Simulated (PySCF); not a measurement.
Computed with delta-SCF UKS SCAN, pcX-2 on the ionised atom, pcseg-1 elsewhere, spin-free X2C (PySCF). Geometries: GFN2-xTB; isolated species, one conformer each. Values against the vacuum level.

**Question.** Order these sites by rising C 1s binding energy.
A. C2 in `[CH3:1][CH2:2][C:3](=[O:4])[SiH3:5]`
B. C3 in `[F:1][c:2]1[cH:3][n:4][cH:5][cH:6][n:7]1`
C. C4 in `[CH2:1]=[N:2]/[CH:3]=[C:4](\[F:5])[C:6]#[N:7]`
D. C5 in `[CH2:1]1[CH2:2][O:3][SiH2:4][CH2:5]1`

**Answer.** D (290.10 eV), A (290.89 eV), B (292.11 eV), C (293.77 eV).

The highest is bonded to F, C (double bond) and C, the lowest to C, 2 H and Si; the range is 3.67 eV.

**Question.** Rank by computed O 1s binding energy, lowest first.
A. O1 in `[O:1]=[PH:2]([OH:3])[OH:4]`
B. Oxygen in `OP(O)O`
C. Oxygen in `CCC(=O)[SiH3]`

**Answer.** A (537.38 eV), C (537.71 eV), B (538.95 eV).

From the lowest up, the atoms are bonded to: P (double bond) (537.38); C (double bond) (537.71); H and P (538.95).
